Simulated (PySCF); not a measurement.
# Rh (rhodium, neutral) across methods

[Kr] 4d8 5s1, high-spin 4F determinant. Calculation: PySCF 2.14, in aug-cc-pVTZ-PP with ECP28MDF (6s6p5d3f2g, 88 functions); a scalar-relativistic core potential. The B2PLYP total includes its PT2 part (frozen core); its orbital energies are those of the SCF part.

```
 method  E (hartree)  mean ε 4d α (eV)  mean ε 4d β (eV)  mean ε 5s α (eV)  Σ⟨r²⟩ (bohr²)   ⟨S²⟩
 B2PLYP    -109.9555            -9.604            -8.140            -5.753          48.03  3.752
    LDA    -109.9095            -6.642            -5.283            -5.055          48.00  3.750
    PBE    -110.1432            -6.457            -5.165            -4.806          48.05  3.751
 r2SCAN    -110.1654            -6.695            -5.268            -5.042          47.44  3.752
    UHF   -109.39026           -12.364           -10.583            -6.473          48.56  3.754
r2SCAN0    -110.1295            -8.278            -6.799            -5.592          47.36  3.752
  M06-L    -110.1834            -6.524            -5.116            -4.509          47.21  3.753
wB97M-V    -110.0409           -10.485            -9.145            -6.978          47.96  3.753
```

Q: Estimate the same row for PBE0.

A: E (hartree) = -110.1220; mean ε 4d α (eV) = -8.072; mean ε 4d β (eV) = -6.674; mean ε 5s α (eV) = -5.361; Σ⟨r²⟩ (bohr²) = 47.74; ⟨S²⟩ = 3.751.

Energies and moments cover only the electrons outside the core potential.
